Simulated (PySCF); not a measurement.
# Relaxation of triplet [PtF3]+

Computed with PySCF, UPBE, basis Pt def2-SVP with ECP60, F def2-SVP (scalar-relativistic core potentials, no spin–orbit coupling, density fitting). A (50,194) grid was used.

A start at or just off a symmetric point, pushed along the force that breaks its symmetry, of Cs symmetry, free to break it:

```xyz
4
charge 1 multiplicity 3, angstrom
Pt   -0.0129   -0.0150    0.0000
F     1.8819    0.0850    0.0000
F    -0.8443    1.6719    0.0000
F    -0.9054   -1.6028    0.0000
```

Problem. What does it relax to?

Solution. It ends at C2v with Pt–F 1.829 Å (×2), Pt–F 1.861 Å; F–Pt–F 96.9° (×2), F–Pt–F 166.2° (after a last refinement on a finer grid). A frequency run shows a minimum. Other isomers or separated fragments may lie lower.

Problem. How much energy is released, and in how many steps?

Solution. 76.4 kJ/mol in 16 steps.

With open d or f shells other occupations or spin states may lie lower. Spin–orbit coupling, left out here, can matter for elements this heavy.

The relaxation took roughly 2.8 core-minutes on a shared host.
